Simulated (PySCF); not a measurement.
**C₆ coefficients of unlike pairs at BP86**

Calculated with PySCF 2.14 from the dipole response of each species, C₆(A,B) = (3/π) ∫ α_A(iu) α_B(iu) du, in atomic units, from isotropic polarisabilities. For ions this is the dispersion term alone; charge-induced terms of lower order in 1/R come first.

```
species      configuration                                                                            basis     relativity  α (bohr³)  C₆ (like pair)
    Li⁺           1s2 (1S)                                                             aug-cc-pVDZ (4s3p2d)           none    0.06775        0.007220
     Mg      [Ne] 3s2 (1S)                                                        aug-cc-pVTZ-DK (6s5p3d2f)  spin-free X2C      73.00           646.1
      S  [Ne] 3s2 3p4 (3P)  aug-cc-pCVTZ-DK with one added diffuse shell each of s, p, d, f type (9s8p6d4f)  spin-free X2C      21.30           147.4
    V²⁺      [Ar] 3d3 (4F)                                                   aug-cc-pwCVTZ-DK (10s9p7d4f3g)  spin-free X2C      5.026           15.20
```

(1) Estimate C₆ for S with Mg.

No spin-orbit coupling is included.

The other pairs:

```json
{"pair": "V²⁺, S", "C₆": "44.30"}
{"pair": "Mg, Li⁺", "C₆": "1.142"}
{"pair": "V²⁺, Mg", "C₆": "72.36"}
{"pair": "V²⁺, Li⁺", "C₆": "0.3157"}
{"pair": "S, Li⁺", "C₆": "0.8107"}
```

Answers

(1) The integral gives 273.7. The combination rule 2 C_A C_B / (C_A α_B/α_A + C_B α_A/α_B) gives 274.6 and the geometric mean 308.6.
